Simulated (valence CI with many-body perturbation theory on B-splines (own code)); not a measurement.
# Eu⁵⁷⁺: electric-dipole lines

Calculated by configuration interaction combined with many-body perturbation theory (CI+MBPT): four valence electrons over a frozen Dirac-Fock core [He], a basis of 11 s, 11 p, 9 d, 7 f, 5 g, 2 h, 1 i functions for each j, with the one-electron correlation potential Σ1, the two-electron term Σ2, the three-electron term Σ3, Breit, model QED; selected CI, second order for the rest (own B-spline code, finite nucleus).

The last digits are not significant, and no measured levels were compared; by estimate large intervals hold to a few tenths of a per cent, small ones and those within an open d or f shell to about a per cent. Among the levels kept, up to 260 cm⁻¹ of a level comes from second order outside the variational space, and about a tenth of that is noise between levels of different J, which matters for small intervals.

Lines 1 to 50 of 251 in falling wavelength, among levels below 68633 × 10³ cm⁻¹, chosen from the strongest by gf and those to the six lowest levels. Wavelengths and rates use the calculated energies. Electric multipoles are in the length gauge, E1 and E2 with the static RPA response of the core. Weak lines are less certain than strong ones. Lines between different terms over intervals too small for the method are left out, as are lines whose strength nearly cancels. The highest levels of a list are the least certain.

Levels are named by their leading jj configuration (3d3/2^4 stands for four electrons in 3d with j = 3/2), which in mixed levels can hold well under half, so a name can repeat and another be missing. Letters in brackets count levels of one name in rising energy.

| λ vac (nm) | Upper | Lower | A (s⁻¹) | S (a.u.) with core polarisation | S without |
| --- | --- | --- | --- | --- | --- |
| 10.58 | (2s 2p1/2 2p3/2 3d5/2) J=5 | (2s 2p1/2 2p3/2 3p3/2) J=4 | 2.04e+10 | 1.31e-01 | 1.31e-01 |
| 10.53 | (2s 2p1/2 2p3/2 3d5/2) J=4 [a] | (2s 2p1/2 2p3/2 3p3/2) J=3 [a] | 1.49e+10 | 7.72e-02 | 7.72e-02 |
| 10.46 | (2s 2p1/2^2 3d5/2) J=3 | (2s 2p1/2^2 3p3/2) J=2 | 2.13e+10 | 8.40e-02 | 8.40e-02 |
| 10.44 | (2s^2 2p3/2 3d5/2) J=4 | (2s^2 2p3/2 3p3/2) J=3 | 1.68e+10 | 8.49e-02 | 8.49e-02 |
| 10.16 | (2s 2p1/2 2p3/2 3d5/2) J=4 [b] | (2s 2p1/2 2p3/2 3p3/2) J=3 [b] | 1.84e+10 | 8.56e-02 | 8.56e-02 |
| 9.905 | (2s^2 2p1/2 3d5/2) J=3 | (2s^2 2p1/2 3p3/2) J=2 | 2.31e+10 | 7.74e-02 | 7.74e-02 |
| 9.788 | (2s 2p1/2 2p3/2 3d5/2) J=3 [a] | (2s 2p1/2 2p3/2 3p3/2) J=2 [a] | 1.84e+10 | 5.97e-02 | 5.97e-02 |
| 9.557 | (2s 2p1/2^2 3d5/2) J=2 | (2s 2p1/2^2 3p3/2) J=1 | 2.51e+10 | 5.41e-02 | 5.41e-02 |
| 6.981 | (2s 2p1/2 2p3/2^2) J=2 [a] | (2s^2 2p3/2^2) J=2 | 1.44e+09 | 1.21e-03 | 1.21e-03 |
| 6.676 | (2s 2p1/2 2p3/2 3p3/2) J=4 | (2s^2 2p3/2 3p3/2) J=3 | 2.56e+10 | 3.38e-02 | 3.38e-02 |
| 5.718 | (2s 2p1/2^2 2p3/2) J=2 | (2s^2 2p1/2 2p3/2) J=2 | 8.65e+09 | 3.99e-03 | 4.00e-03 |
| 5.694 | (2s 2p1/2 2p3/2^2) J=3 | (2s^2 2p3/2^2) J=2 | 1.14e+10 | 7.29e-03 | 7.31e-03 |
| 5.295 | (2s 2p1/2^2 2p3/2) J=2 | (2s^2 2p1/2 2p3/2) J=1 | 1.30e+10 | 4.75e-03 | 4.76e-03 |
| 4.959 | (2s 2p1/2 2p3/2 3d3/2) J=3 [b] | (2s 2p1/2 2p3/2 3p1/2) J=2 [b] | 6.90e+10 | 2.91e-02 | 2.91e-02 |
| 4.860 | (2s 2p1/2 2p3/2 3p3/2) J=2 [b] | (2s 2p1/2 2p3/2 3s) J=2 [b] | 1.06e+11 | 3.01e-02 | 3.01e-02 |
| 4.726 | (2s 2p1/2 2p3/2 3d3/2) J=2 [a] | (2s 2p1/2 2p3/2 3p1/2) J=2 [a] | 8.23e+10 | 2.14e-02 | 2.14e-02 |
| 4.702 | (2s 2p1/2^2 3p3/2) J=1 | (2s 2p1/2^2 3s) J=0 | 1.83e+11 | 2.82e-02 | 2.82e-02 |
| 4.672 | (2s^2 2p3/2 3d3/2) J=2 | (2s^2 2p3/2 3p1/2) J=2 | 9.36e+10 | 2.36e-02 | 2.36e-02 |
| 4.643 | (2s 2p1/2 2p3/2 3d3/2) J=2 [c] | (2s 2p1/2 2p3/2 3p1/2) J=1 [b] | 8.81e+10 | 2.17e-02 | 2.17e-02 |
| 4.632 | (2s^2 2p3/2 3d3/2) J=2 | (2s^2 2p3/2 3p1/2) J=1 | 9.58e+10 | 2.35e-02 | 2.35e-02 |
| 4.620 | (2p1/2^2 2p3/2 3p1/2) J=2 | (2s 2p1/2 2p3/2 3p1/2) J=2 [b] | 9.46e+10 | 2.30e-02 | 2.30e-02 |
| 4.572 | (2s^2 2p3/2 3d5/2) J=3 | (2s 2p1/2 2p3/2 3s) J=2 [a] | 6.50e+10 | 2.15e-02 | 2.15e-02 |
| 4.572 | (2s 2p1/2 2p3/2 3d3/2) J=3 [c] | (2s 2p1/2 2p3/2 3p1/2) J=2 [c] | 1.73e+11 | 5.70e-02 | 5.70e-02 |
| 4.570 | (2s 2p1/2 2p3/2 3d3/2) J=4 | (2s 2p1/2 2p3/2 3p1/2) J=3 | 1.62e+11 | 6.87e-02 | 6.87e-02 |
| 4.569 | (2s 2p1/2 2p3/2 3d3/2) J=3 [a] | (2s 2p1/2 2p3/2 3p1/2) J=2 [a] | 1.73e+11 | 5.70e-02 | 5.70e-02 |
| 4.559 | (2s^2 2p3/2 3d3/2) J=3 | (2s^2 2p3/2 3p1/2) J=2 | 1.97e+11 | 6.46e-02 | 6.46e-02 |
| 4.556 | (2s^2 2p3/2 3p3/2) J=1 | (2s^2 2p3/2 3s) J=1 | 2.28e+11 | 3.20e-02 | 3.20e-02 |
| 4.556 | (2s 2p1/2 2p3/2 3d3/2) J=2 [a] | (2s 2p1/2 2p3/2 3p1/2) J=1 [a] | 9.79e+10 | 2.28e-02 | 2.28e-02 |
| 4.555 | (2s 2p1/2 2p3/2 3p3/2) J=2 [a] | (2s 2p1/2 2p3/2 3s) J=1 [a] | 1.23e+11 | 2.87e-02 | 2.87e-02 |
| 4.549 | (2s^2 2p1/2 3d3/2) J=2 | (2s^2 2p1/2 3p1/2) J=1 | 1.93e+11 | 4.49e-02 | 4.49e-02 |
| 4.547 | (2s 2p1/2 2p3/2 3p3/2) J=3 [c] | (2s 2p1/2 2p3/2 3s) J=2 [c] | 2.35e+11 | 7.64e-02 | 7.64e-02 |
| 4.535 | (2s 2p1/2^2 3d3/2) J=2 | (2s 2p1/2^2 3p1/2) J=1 | 1.80e+11 | 4.14e-02 | 4.14e-02 |
| 4.524 | (2s 2p1/2 2p3/2 3d3/2) J=1 [a] | (2s 2p1/2 2p3/2 3p1/2) J=1 [a] | 1.62e+11 | 2.22e-02 | 2.22e-02 |
| 4.497 | (2s 2p1/2 2p3/2 3d3/2) J=1 [b] | (2s 2p1/2 2p3/2 3p1/2) J=2 [b] | 2.16e+11 | 2.91e-02 | 2.91e-02 |
| 4.493 | (2s 2p1/2 2p3/2 3p3/2) J=2 [d] | (2s 2p1/2 2p3/2 3s) J=1 [c] | 2.31e+11 | 5.16e-02 | 5.17e-02 |
| 4.488 | (2s^2 2p3/2 3p3/2) J=3 | (2s^2 2p3/2 3s) J=2 | 3.20e+11 | 9.98e-02 | 9.99e-02 |
| 4.470 | (2s 2p1/2 2p3/2 3p3/2) J=3 [a] | (2s 2p1/2 2p3/2 3s) J=2 [a] | 2.44e+11 | 7.53e-02 | 7.53e-02 |
| 4.458 | (2s^2 2p3/2 3d3/2) J=1 | (2s^2 2p3/2 3p1/2) J=1 | 1.74e+11 | 2.28e-02 | 2.28e-02 |
| 4.443 | (2s 2p1/2 2p3/2 3p3/2) J=4 | (2s 2p1/2 2p3/2 3s) J=3 | 2.75e+11 | 1.07e-01 | 1.07e-01 |
| 4.442 | (2s 2p1/2 2p3/2 3p3/2) J=3 [b] | (2s 2p1/2 2p3/2 3s) J=2 [b] | 1.18e+11 | 3.59e-02 | 3.59e-02 |
| 4.435 | (2s 2p1/2 2p3/2 3d3/2) J=3 [b] | (2s 2p1/2 2p3/2 3p1/2) J=3 | 1.07e+11 | 3.23e-02 | 3.23e-02 |
| 4.378 | (2s 2p1/2 2p3/2 3p3/2) J=2 [c] | (2s 2p1/2 2p3/2 3s) J=2 [b] | 1.06e+11 | 2.19e-02 | 2.19e-02 |
| 4.370 | (2s 2p1/2 2p3/2^2) J=1 [a] | (2s^2 2p3/2^2) J=2 | 1.87e+10 | 2.31e-03 | 2.31e-03 |
| 4.355 | (2s^2 2p1/2 3p3/2) J=2 | (2s^2 2p1/2 3s) J=1 | 3.37e+11 | 6.86e-02 | 6.86e-02 |
| 4.325 | (2s 2p1/2 2p3/2 3p3/2) J=2 [e] | (2s 2p1/2 2p3/2 3s) J=2 [c] | 1.44e+11 | 2.88e-02 | 2.88e-02 |
| 4.288 | (2s 2p1/2^2 2p3/2) J=1 | (2s^2 2p1/2 2p3/2) J=2 | 3.60e+10 | 4.20e-03 | 4.21e-03 |
| 4.262 | (2s^2 2p1/2 3p3/2) J=1 | (2s^2 2p1/2 3s) J=0 | 2.49e+11 | 2.85e-02 | 2.85e-02 |
| 4.259 | (2s 2p1/2 2p3/2 3p3/2) J=1 [d] | (2s 2p1/2 2p3/2 3s) J=1 [c] | 1.70e+11 | 1.95e-02 | 1.95e-02 |
| 4.243 | (2s 2p1/2^2 3p3/2) J=2 | (2s 2p1/2^2 3s) J=1 | 3.02e+11 | 5.70e-02 | 5.70e-02 |
| 4.220 | (2s 2p1/2 2p3/2^2) J=2 [b] | (2s^2 2p3/2^2) J=2 | 1.82e+10 | 3.37e-03 | 3.38e-03 |
